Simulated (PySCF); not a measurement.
C3HClF2. Atoms are numbered in the order given.

```xyz
7

F     -2.7867    -0.7929    -0.3150
C     -1.8136    -0.0588    -0.8631
C     -0.5650    -0.1071    -0.4742
C      0.6890    -0.0983    -0.1080
F      1.6178    -0.8971    -0.6217
Cl     1.3437     0.9538     1.1044
H     -2.1845     0.5809    -1.6728
```

Coordinates come from a B3LYP-D3(BJ)/def2-SVP optimisation. The structure was generated by enumeration; whether it is a known compound was not checked.

These are PBE/pcSseg-1 run with PySCF values and carry that method's errors.

GIAO shieldings, no solvent; atoms alike by connectivity are averaged. δ = σ(ref) − σ: ¹⁹F against CFCl3 (σ = 133.6 ppm); ¹³C against TMS (σ = 182.0 ppm); ³⁵Cl against HCl (σ = 936.5 ppm); ¹H against TMS (σ = 31.49 ppm), references at their B3LYP-D3(BJ)/def2-TZVP geometries, non-relativistic (without spin–orbit terms, shifts of atoms bonded to Cl or Br come out too high).

Computed chemical shifts:
| nucleus | atoms | count | δ (ppm) |
|---|---|---|---|
| ¹⁹F | F5 | 1 | -67.9 |
| ¹⁹F | F1 | 1 | -110.3 |
| ¹³C | C3 | 1 | 180.3 |
| ¹³C | C4 | 1 | 146.8 |
| ¹³C | C2 | 1 | 140.8 |
| ³⁵Cl | Cl6 | 1 | 347.4 |
| ¹H | H7 | 1 | 7.64 |
